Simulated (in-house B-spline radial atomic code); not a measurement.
Values are calculated unless marked as measured or tabulated.
Building a PAW d channel for Mo, r_c = 1.43 bohr

Mo, [Kr] 4d5 5s1, non-relativistic PBE, spherical and spin-unpolarised, from an all-electron radial atomic-structure program (B-spline basis) (atomic units; all potentials screened as in the neutral atom).

Two all-electron partial waves φ1, φ2 are integrated outwards at E1 = ε(4d) = -0.146664 and E2 = E1 + 1.5 hartree; φ1 is the bound orbital and φ2 has unit norm inside r_c = 1.4273 bohr. Smooth partners are polynomials, r^3(a0 + a1 r² + a2 r⁴ + a3 r⁶), matched to φ and three derivatives at r_c, with no condition on the norm. The local potential is -16.1192 + (17.9792) r² + (-8.57173) r⁴ + (1.53518) r⁶ inside 1.1686 bohr and the all-electron one outside.

```
wave     φ(r_c)      φ'(r_c)        a0         a1         a2           a3
   1  0.7459242  -0.05787621  1.457064  -1.167037  0.3740537  -0.04440519
   2  0.7008107    -2.307524  3.449224  -3.232373   1.077826   -0.1296796
```

Inside r_c the overlaps are <φi φj> = [[0.33211, 0.56023], [0.56023, 1.00000]] and, for the smooth waves, [[0.30349, 0.49036], [0.49036, 0.83164]]. With χj = (Ej − T − V_local) applied to smooth wave j, the program's quadrature gives the matrix B_ij = <smooth i, χj> as [[0.14289, 0.22317], [0.32797, 0.57296]].

**Question.** Check the match of the first wave, and find the augmentation charges q_ij.

**Answer.** At r_c the four terms are 4.23667, -6.91291, 4.51378, -1.09162, which sum to 0.7459, φ1(r_c) to rounding. q_ij is the all-electron overlap less the smooth one: [[0.02862, 0.06987], [0.06987, 0.16836]]. The smooth first wave has a norm of 0.3035 inside r_c against 0.3321, and q11 > 0 puts back the missing charge.

**Question.** B isn't symmetric. Show that D_ij = B_ij + Ej q_ij is.

**Answer.** Integrating by parts gives B12 − B21 = (E1 − E2) q12: 0.22317 − (0.32797) = -0.10480, and −1.5 × (0.06987) = -0.10480. So D12 = 0.22317 + (1.353336)(0.06987) = 0.31772 and D21 = 0.32797 + (-0.146664)(0.06987) = 0.31772; D11 = 0.13870, D22 = 0.80080. The projectors, p = (B⁻¹)ᵀ χ, are dual to the smooth waves; det B = 0.0087.

Solving (T + V_local + Σ p D p) ψ = E (1 + Σ p q p) ψ in a sphere of 9 bohr, whose wall lifts the free-atom level a little, gives these levels:

```
all-electron  one projector  two projectors
   -0.146554      -0.146553       -0.146553
    0.123364       0.123280        0.123364
    0.421133       0.420434        0.421132
    0.869403       0.866265        0.869401
    1.457150       1.446810        1.457150
```

**Question.** What does the second projector gain?

**Answer.** With one projector the errors are 0.00, -0.08, -0.70, -3.14, -10.34 millihartree. With two the errors are 0.00, 0.00, 0.00, 0.00, 0.00 millihartree. The scattering is exact at E1 and at E2 = 1.353, and over all levels compared the largest error is under 0.01 millihartree. The lowest eigenvalue of the overlap operator is 1 with one and 0.9743 with two projectors. The smooth orbital alone needs a cutoff of 16.4 hartree for 1 millihartree of kinetic energy, against 22 for a norm-conserving Troullier-Martins orbital of the same radius; part of the gain comes from giving up the norm, part from the simpler form.
